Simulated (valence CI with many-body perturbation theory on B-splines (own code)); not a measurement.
**E1 line list for Ba⁵⁺**

Calculated by relativistic CI+MBPT: five valence electrons over a frozen Dirac-Fock core [Kr] 4d10, a basis of 9 s, 9 p, 8 d, 6 f, 3 g, 1 h functions for each j, with the one-electron correlation potential Σ1, the two-electron term Σ2, the three-electron term Σ3, Breit, model QED; selected CI, second order for the rest, scaled by the run's own slope (own B-spline code, finite nucleus).

Set against measurement, 18 paired levels are off by 108 cm⁻¹ on average, the worst by 336. These come from a selection out of Sansonetti and Curry, J. Phys. Chem. Ref. Data 39, 043103 (2010). Levels without a partner in it may be off by more, other configurations by several thousand cm⁻¹. Among the levels kept, up to 550 cm⁻¹ of a level comes from second order outside the variational space, and about a tenth of that is noise between levels of different J, which matters for small intervals. 2 measured levels below the end of the list, from 179077 cm⁻¹ on, found no clear computed partner, and computed levels of the same name lie up to 144 cm⁻¹ from them.

Lines 1 to 50 of 177 in falling wavelength, among levels below 208490 cm⁻¹, chosen from the strongest by gf and those to the six lowest levels. Wavelengths and rates use the calculated energies, so an error of 100 cm⁻¹ moves a line at 20310 Å by 2 % and its rate by three times that or more. Electric multipoles are in the length gauge, E1 and E2 with the static RPA response of the core. Weak lines are less certain than strong ones. Lines between different terms over intervals too small for the method are left out, as are lines whose strength nearly cancels. The highest levels of a list are the least certain. Branching is blank where the lifetime is uncertain.

Names give the largest LS component (configuration and term), which can be under half, so a name can repeat, a term be missing and a line seem to break the LS rules; names also repeat where a configuration has a term twice. Letters in brackets count levels of one name in rising energy.

```csv
λ vac (Å),Upper,Lower,A (s⁻¹),log gf,Branch %
20310,5s²5p²5d ²P_3/2,4f5s²5p² ⁴F°_5/2,7.92e+03,-2.71,0.0
12480,4f5s²5p² ²P°_3/2,5s²5p²5d ⁴D_1/2 [a],1.69e+04,-2.80,0.8
12170,4f5s²5p² ⁴D°_5/2,5s5p⁴ ²D_3/2,2.74e+04,-2.44,1.5
12130,4f5s²5p² ⁴F°_7/2,5s5p⁴ ²D_5/2,4.34e+04,-2.12,6.9
11300,5s²5p²5d ²F_5/2,4f5s²5p² ²F°_5/2 [a],2.81e+04,-2.49,0.0
10890,4f5s²5p² ⁴G°_5/2,5s5p⁴ ⁴P_3/2,1.45e+04,-2.81,43.0
10780,5s5p⁴ ²D_3/2,4f5s²5p² ⁴G°_5/2,7.56e+04,-2.28,0.0
10270,5s²5p²5d ⁴D_3/2,4f5s²5p² ²F°_5/2 [b],4.83e+04,-2.52,0.0
9073,4f5s²5p² ²F°_5/2 [b],5s²5p²5d ²P_3/2,2.43e+04,-2.74,1.9
8703,5s5p⁴ ²D_5/2,4f5s²5p² ⁴G°_7/2 [a],1.90e+04,-2.89,0.0
8411,5s²5p²5d ⁴F_5/2,4f5s²5p² ⁴F°_7/2,9.07e+04,-2.24,0.0
8189,5s²5p²5d ⁴F_9/2,4f5s²5p² ⁴F°_9/2,3.55e+04,-2.45,0.2
7381,4f5s²5p² ⁴F°_5/2,5s5p⁴ ²D_3/2,5.99e+04,-2.53,4.3
7365,5s5p⁴ ²P_1/2,4f5s²5p² ⁴F°_3/2,4.06e+05,-2.18,0.0
7111,5s²5p²5d ⁴F_3/2,4f5s²5p² ⁴D°_5/2,1.72e+05,-2.28,0.0
7109,5s²5p²5d ⁴F_7/2,4f5s²5p² ²G°_9/2 [b],3.79e+04,-2.64,0.0
6971,5s²5p²5d ⁴D_5/2,4f5s²5p² ²F°_5/2 [b],6.22e+04,-2.57,0.0
6816,5s²5p²5d ⁴F_3/2,4f5s²5p² ⁴F°_3/2,7.49e+04,-2.68,0.0
6768,5s²5p²5d ⁴D_3/2,4f5s²5p² ²F°_5/2 [a],1.19e+05,-2.48,0.0
6734,5s²5p²5d ²P_3/2,4f5s²5p² ²D°_5/2 [a],2.58e+05,-2.15,0.0
6691,5s²5p²5d ⁴D_5/2,4f5s²5p² ²F°_7/2 [a],2.76e+05,-1.95,0.0
6291,4f5s²5p² ²D°_3/2 [b],5s²5p²5d ²P_3/2,5.47e+04,-2.89,2.0
6240,4f5s²5p² ²G°_7/2,5s5p⁴ ²D_5/2,5.02e+04,-2.63,
6080,5s²5p²5d ⁴D_1/2 [a],4f5s²5p² ²D°_3/2 [a],2.30e+05,-2.59,0.0
6002,5s²5p²5d ²F_7/2,4f5s²5p² ²G°_7/2,3.64e+04,-2.80,0.0
5360,5s²5p²5d ⁴F_3/2,4f5s²5p² ²D°_5/2 [a],1.61e+06,-1.56,0.1
5168,4f5s²5p² ²D°_3/2 [a],5s5p⁴ ²D_3/2,1.11e+05,-2.75,31.6
5160,5s²5p²5d ⁴D_5/2,4f5s²5p² ²F°_5/2 [a],5.88e+05,-1.85,0.0
5068,5s²5p²5d ⁴F_5/2,4f5s²5p² ⁴D°_7/2,2.46e+05,-2.25,0.0
5060,5s²5p²5d ²F_5/2,4f5s²5p² ⁴F°_5/2,7.54e+05,-1.76,0.2
5029,5s²5p²5d ⁴D_3/2,4f5s²5p² ²D°_3/2 [a],3.99e+05,-2.22,0.0
5018,5s²5p²5d ²F_5/2,4f5s²5p² ⁴D°_3/2,5.64e+04,-2.89,0.0
4912,5s²5p²5d ⁴F_9/2,4f5s²5p² ²G°_9/2 [b],1.07e+05,-2.41,0.6
4842,4f5s²5p² ⁴G°_5/2,5s5p⁴ ⁴P_5/2,1.70e+04,-3.44,50.5
4801,5s²5p²5d ⁴F_7/2,4f5s²5p² ⁴F°_7/2,7.04e+04,-2.71,0.1
4642,4f5s²5p² ²P°_1/2,5s5p⁴ ²P_1/2,5.70e+05,-2.43,33.1
4569,5s²5p²5d ⁴F_5/2,4f5s²5p² ²D°_5/2 [a],2.25e+05,-2.37,0.0
4545,5s²5p²5d ⁴D_1/2 [a],4f5s²5p² ⁴D°_1/2,2.69e+05,-2.78,0.0
4530,4f5s²5p² ²D°_5/2 [a],5s5p⁴ ⁴P_3/2,2.95e+05,-2.26,72.3
4462,5s²5p²5d ⁴D_1/2 [a],4f5s²5p² ⁴D°_3/2,2.65e+05,-2.80,0.0
4448,5s²5p²5d ⁴F_5/2,4f5s²5p² ⁴G°_7/2 [b],5.38e+05,-2.02,0.0
4327,4f5s²5p² ⁴F°_3/2,5s5p⁴ ⁴P_1/2,1.81e+05,-2.69,29.2
4304,4f5s²5p² ²D°_5/2 [b],5s²5p²5d ²P_3/2,1.14e+05,-2.72,4.2
4252,4f5s²5p² ²F°_7/2 [a],5s5p⁴ ²D_5/2,8.19e+05,-1.75,58.7
4237,5s²5p²5d ⁴D_1/2 [b],4f5s²5p² ²D°_3/2 [a],3.07e+06,-1.78,0.1
4200,4f5s²5p² ⁴G°_7/2 [a],5s5p⁴ ⁴P_5/2,5.95e+05,-1.90,99.1
4146,4f5s²5p² ²F°_5/2 [b],5s5p⁴ ²D_5/2,4.06e+05,-2.20,32.4
4091,5s²5p²5d ²F_7/2,4f5s²5p² ⁴F°_7/2,1.32e+06,-1.58,1.7
4088,4f5s²5p² ²F°_5/2 [a],5s5p⁴ ²D_3/2,3.88e+05,-2.23,
4079,5s²5p²5d ²F_7/2,4f5s²5p² ⁴F°_5/2,2.55e+05,-2.29,0.3
```

(1) How does gf follow from A for the line at 4530 Å?

Results:

(1) gf = 1.4992 × (2J+1)_upper × A / σ², with σ = 22075 cm⁻¹ and 2J+1 = 6: gf = 0.00545.
